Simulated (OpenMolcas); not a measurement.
Ru5+ (d3) among equal point charges was computed by CASSCF with the d shell active (OpenMolcas, ANO-RCC-VTZP on the metal). Its lowest spin-free states, and all those of the highest spin:

| 2S+1 | Degeneracy | E (cm-1) |
| --- | --- | --- |
| 4 | 3 | 0.0 |
| 4 | 3 | 537.0 |
| 4 | 1 | 1209 |
| 4 | 3 | 15361 |
| 2 | 3 | 16470 |
| 2 | 2 | 16493 |
| 2 | 3 | 16636 |
| 2 | 1 | 16774 |
| 2 | 3 | 21303 |
| 2 | 3 | 21437 |
| 2 | 2 | 21515 |
| 2 | 3 | 21615 |

Problem. Is the site octahedral, tetrahedral or cube-like, axial, or of lower symmetry?

Solution. The states with 2S+1 = 4 have orbital degeneracies 3, 3, 1, 3. Threefold states need a cubic site. For d3 at this spin an octahedron puts the single A2 below the threefold T2 and a tetrahedron or cube puts the threefold T1 below the threefold T2, so the site is a tetrahedron or a cube, which this pattern cannot tell apart. The run had Ru5+ among 4 point charges of -1 e arranged as a tetrahedron (Td), 2.31 Å from the ion.

Spin-orbit coupling mixes the spin-free states strongly: the lowest level takes only 56 % from its leading state, 4T1. Without dynamic correlation the repulsion within the d shell is too large (B by tens of per cent), so at a given field states of lower spin stand too high. Point charges give a weaker field than real ligands, and real ions of this kind are as a rule low spin; the high spin found here belongs to the model. The ground term spreads over less than 5000 cm-1, several times less than with real ligands, so orbital moments are less quenched and χT lies further from the spin-only value than at real sites. This is an electrostatic model: the charges have no orbitals. No measured value stands beside these numbers.
